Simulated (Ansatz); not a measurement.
```yaml
crystal:
  periodic: [false, false, false]
  atoms:
    - {symbol: Al, position_ang: [-0.342905, -0.897379, 1.050091]}
    - {symbol: H, position_ang: [-1.749649, -1.645609, 0.971280]}
    - {symbol: H, position_ang: [0.697612, -1.103505, 2.241473]}
    - {symbol: N, position_ang: [-0.579903, 1.024110, 0.686736]}
    - {symbol: Al, position_ang: [0.344950, 0.897832, -1.049012]}
    - {symbol: H, position_ang: [1.751385, 1.646750, -0.973797]}
    - {symbol: H, position_ang: [-0.698345, 1.102648, -2.238353]}
    - {symbol: N, position_ang: [0.581333, -1.023852, -0.686020]}
    - {symbol: H, position_ang: [-0.128741, 1.641914, 1.362872]}
    - {symbol: H, position_ang: [-1.552320, 1.329486, 0.628398]}
    - {symbol: H, position_ang: [0.124001, -1.638829, -1.360736]}
    - {symbol: H, position_ang: [1.552583, -1.333566, -0.632922]}
basis:
  gaussian: {orbitals: "6-31G*"}
hamiltonian: {xc: {name: HF}}
correlation: {method: mp2, frozen_orbitals: {Al: 0}}
scf: {omitted_lower_state_checks: [starts]}
output: {forces: true}
```

```sh
$ ansatz run in.yaml --threads 4 --pin off --events-out ev --progress --plain --max-ram 3916MiB
```

**Question.** Predict how Ansatz answers.

**Answer.** The input was rejected before any iteration. Frozen orbitals are typed for one element alone, and the program wants a count for each (the count typed has to fit that element's core, too).
```
Functional definition: HF
Error: "frozen_orbitals" has no count for H
```
